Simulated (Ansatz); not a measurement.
`C=[CH][Ga]([Cl])[Cl]` + HCl → `[Cl][Ga]([Cl])[Cl]` + `C=C` at 700 K and 1 bar (ligand exchange at a Ga–C bond).

Calculated with Ansatz (gas phase, PBE0-D4/def2-TZVP geometries, no zero-point term in ΔE). CBS: MP2 limit from def2 TZ/QZ plus the TZ coupled-cluster correction, frozen cores. This one scheme is used for every species. For Ga outer-core shells are correlated without core-valence functions, which leaves a few kJ/mol of doubt a bond. Scalar relativity is left out up to krypton. Each species was taken in one conformer, which may not be the lowest.

```tsv
species	CCSD(T)/CBS energy (Eh)	H − E (kJ/mol)	S (J/(mol·K))
`C=[CH][Ga]([Cl])[Cl]`	-2921.50169	187.4	468.9
HCl	-460.38127	38.4	211.8
`[Cl][Ga]([Cl])[Cl]`	-3303.43734	59.5	393.0
`C=C`	-78.48111	168.9	268.4
```

H − E and S are ideal-gas, rigid-rotor, harmonic terms from PBE0-D4/def2-TZVP, for one conformer and one mirror image of each species. 1 Eh = 2625.50 kJ/mol, R = 8.31446 J/(mol·K).

Task: By hand: ΔE, ΔH, ΔS and ΔG.

Result: ΔE = (-3303.43734) + (-78.48111) − (-2921.50169) − (-460.38127) = -0.03549 Eh = -93.2 kJ/mol. Δ(H − E) = 59.5 + 168.9 − 187.4 − 38.4 = 2.6, so ΔH = -90.6 kJ/mol. ΔS = 393.0 + 268.4 − 468.9 − 211.8 = -19.3 J/(mol·K). ΔG = -90.6 − 700 × (-19.3)/1000 = -77.1 kJ/mol.

Task: By hand: the equilibrium constant, and the temperature at which ΔG would vanish if ΔH and ΔS stayed fixed.

Result: log₁₀ K = −ΔG/(RT ln 10) = 5.8. ΔG = 0 at ΔH/ΔS = 4694 K, far beyond where these terms or the molecules hold.

ΔH outweighs TΔS. A doubt of 5 kJ/mol in ΔE shifts log₁₀ K by 0.4 here. Other conformers and mirror images would add mixing entropy, several J/(mol·K) or more a flexible species. These are equilibria of isolated gas molecules and say nothing of rates. Largest T1 diagnostic: 0.012 (customary marks: 0.02 for closed shells, 0.045 for open ones).
